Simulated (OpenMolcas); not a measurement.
# Ti2+ in a ligand field

Ti2+ with 6 ligands (chloride) in octahedral coordination (Oh) at 2.56 Å. A charge of +0.667 e stands 2.8 Å behind each ligand. Ligand basis ANO-RCC-VDZP.
```
Ti    0.0000    0.0000    0.0000
Cl    2.5600    0.0000    0.0000
Cl    0.0000    2.5600    0.0000
Cl   -2.5600    0.0000    0.0000
Cl    0.0000   -2.5600    0.0000
Cl    0.0000    0.0000    2.5600
Cl    0.0000    0.0000   -2.5600
```

- Program: OpenMolcas
- Method: SS-CASPT2, IPEA 0 Eh, imaginary shift 0.1 Eh (closed shells correlated: 3s 3p and the ligand valence shells)
- Basis: ANO-RCC-VDZP [5s4p2d1f]
- Scalar Hamiltonian: DKH2, point nucleus
- Active space: 2 electrons in 5 orbitals (3d)
- State averaging: 2S+1 = 3 even, 10 roots; 2S+1 = 1 even, 15 roots
- Spin-orbit coupling: state interaction with AMFI integrals over the reference wave functions

The lowest spin-free states (labels of O, the rotations of Oh), above the lowest:

```csv
State,Degeneracy,E (cm-1),Free-ion L (%)
3T1,3,0,F (97)
3T2,3,6800,F (100)
1T2,3,8600,D (76)
1E,2,9570,D (58)
3A2,1,14090,F (100)
3T1,3,15010,P (97)
1A1,1,16610,G (91)
1T2,3,17260,G (76)
1T1,3,20080,G (100)
1E,2,24560,G (58)
1A1,1,36770,S (91)
```

The lowest levels with spin-orbit coupling:

```
E (cm-1)  Degeneracy  Label  2S+1
       0           2      E     3
       4           3     T2     3
     170           3     T1     3
     260           1     A1     3
    6830           1     A2     3
    6850           3     T2     3
    6930           3     T1     3
    6930           2      E     3
    8710           3     T2     1
    9660           2      E     1
   14180           3     T2     3
   14980           1     A1     3
   15040           3     T1     3
   15150           3     T2     3
   15160           2      E     3
   16710           1     A1     1
   17360           3     T2     1
   20170           3     T1     1
   24650           2      E     1
   36860           1     A1     1
```

Powder χT (cm3 K/mol): 0.0539 at 2 K, 0.125 at 10 K, 0.355 at 50 K, 0.615 at 100 K, 0.944 at 200 K, 1.11 at 300 K. The effective moment at 300 K is 2.828 √(χT) = 2.98 μB.

The lowest level has 2S+1 = 3, for which the spin-only value is χT = S(S+1) / 2 = 1.000 cm3 K/mol (g = 2). The computed 1.112 at 300 K differs by +0.112, through orbital momentum, spin-orbit coupling and any other state in reach. With a threefold ground state the orbital momentum is unquenched, so the spin-only value is not expected to hold.

Roots that are degenerate in the reference are averaged as groups; the widest CASPT2 spread within a group is 93 cm-1 (the 3-fold group of multiplicity 3 near 6800 cm-1 above the lowest state of its run). Shifts and gaps below about the spread of the groups concerned are not significant. Over all roots computed the reference weight is 0.67 to 0.68; a low but even weight reflects the number of correlated electrons. An orbital triplet at a regular site is open to Jahn-Teller coupling, which can distort the site and quench the lowest spin-orbit gaps and is left out. Ligand-to-metal charge-transfer states are missing. These CASPT2 states fit no ligand-field parameters well, so their order and spin gaps are uncertain. With no ligand orbital active B as a rule stays too high, so bands that hang on it stand too high and its fall with covalency is understated. With one d shell and no ligand orbital active, 10Dq can be off by tens of per cent for divalent 3d ions, low with halides held by bare charges and at times high in hosts. Free-ion shares, where given, are those of the reference states; single-state CASPT2 does not remix them. The distance lies 2 % under the 2.62 Å that this model takes as the normal distance (a Shannon-type radius plus a fixed donor radius); by an R⁻⁵ law this alone changes a d-shell field by about +12 %. No measured value stands beside these numbers; the geometry was imposed, not optimised, and the real ion may take another.
